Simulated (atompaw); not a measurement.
# How hard is this W (Z = 74) PAW (atompaw) potential?

tungsten, PAW, made with atompaw 4.2.0.5 (LDA (PW92), non-relativistic). Core [Kr] 4d10 4f14 5s2, reference 5p6 5d4 6s2 6p0. Waves: 6s (bound): rc 3.00 bohr; 6s channel at 3.55 Ry: rc 3.00 bohr; 5p (bound): rc 1.55 bohr; 6p (bound, empty): rc 3.00 bohr; 5d (bound): rc 2.40 bohr; 5d channel at 3.6 Ry: rc 3.00 bohr. Local part: vpsmatchnc scheme with l = 3 at 0 Ry, radius 2.70 bohr. Core correction: smooth core density matched at 2.45 bohr. Augmentation charge: sinc compensation charge, radius 2.45 bohr; PAW radius 3.00 bohr; waves and projectors: custom rrkj vanderbiltortho.

The pseudo-atom Hamiltonian at the reference potential is diagonalised in spherical Bessel functions j_l(qr) that vanish at 20 bohr, with q² up to the cutoff. All-electron valence levels (Ry): 6s -0.3629, 5p -3.0086, 6p -0.1175, 5d -0.4411.

**Question.** How do the lowest levels (Ry) of each channel move with the cutoff, and are there ghosts?

**Answer.**

```
cutoff (Ry)     s #1     s #2    s #3     p #1     p #2     d #1    f #1  Σ f·Δε (mRy)
          8  -4.4623  -0.3629  0.0057  -0.5187  -0.1173   0.0328  0.1071       16834.6
         10  -4.9577  -0.3629  0.0057  -1.7276  -0.1175  -0.1691  0.1071        8774.1
         15  -5.1789  -0.3629  0.0057  -2.8006  -0.1175  -0.4342  0.1071        1275.8
         21  -5.2144  -0.3629  0.0057  -2.9671  -0.1175  -0.4406  0.1071         250.9
         25  -5.2197  -0.3629  0.0057  -2.9987  -0.1175  -0.4408  0.1071          60.8
         30  -5.2229  -0.3629  0.0057  -3.0068  -0.1175  -0.4410  0.1071          11.2
         40  -5.2238  -0.3629  0.0057  -3.0082  -0.1175  -0.4410  0.1071           2.3
         50  -5.2240  -0.3629  0.0057  -3.0083  -0.1175  -0.4410  0.1071           1.6
         55  -5.2240  -0.3629  0.0057  -3.0084  -0.1175  -0.4410  0.1071           1.1
         60  -5.2241  -0.3629  0.0057  -3.0085  -0.1175  -0.4410  0.1071           0.6
         80  -5.2241  -0.3629  0.0057  -3.0086  -0.1175  -0.4410  0.1071           0.3
        400  -5.2241  -0.3629  0.0057  -3.0086  -0.1175  -0.4410  0.1071           0.0
```

Result: ghost state, extra bound levels that the all-electron valence spectrum of the same l lacks: s at -71.1 eV (a true bound ghost makes a file unfit for plane-wave use); 10 mRy is reached at 35 Ry and 1 mRy at 60 Ry.
